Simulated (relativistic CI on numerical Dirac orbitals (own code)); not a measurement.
# Radial parameters of W²¹⁺

Calculated at this level of theory: Dirac-Coulomb-Breit CI, separate exchange-only KLI orbitals for each configuration, a model potential for QED, unscaled Slater integrals (own radial code, finite nucleus).

Slater integrals F^k, G^k are unscaled and averaged over j, outside the closed core [Ar] 3d10 4p6 4d10; ζ comes from projecting the Hamiltonian with its Breit term on Σ l·s of the shell.

- 4s2 4f7: F^2(4f,4f) = 212600, F^4(4f,4f) = 137370, F^6(4f,4f) = 100050, ζ(4f) = 6607.5 cm⁻¹; <r>(4f) = 0.4831, <r^2>(4f) = 0.2712 (bohr units).
- 4s2 4f6 5s: F^2(4f,4f) = 215300, F^4(4f,4f) = 139220, F^6(4f,4f) = 101440, ζ(4f) = 6804, G^3(4f,5s) = 33655 cm⁻¹; <r>(4f) = 0.478, <r^2>(4f) = 0.2653, <r>(5s) = 0.8518, <r^2>(5s) = 0.8077 (bohr units).
- 4s2 4f5 5s2: F^2(4f,4f) = 218260, F^4(4f,4f) = 141260, F^6(4f,4f) = 102970, ζ(4f) = 7003.1 cm⁻¹; <r>(4f) = 0.4726, <r^2>(4f) = 0.2591 (bohr units).

Averages of the first 5 configurations, taken without configuration mixing, which lowers the lowest level and can move excited configurations by several eV; other configurations of the list can lie among them:

```csv
Configuration,Parity,States,Average energy above the lowest level (eV)
4s2 4f7,odd,3432,25.4
4s2 4f6 5s,even,6006,78.8
4s2 4f5 5s2,odd,2002,141.0
4s2 4f6 6s,even,6006,294.9
4f9,odd,2002,1189.3
```
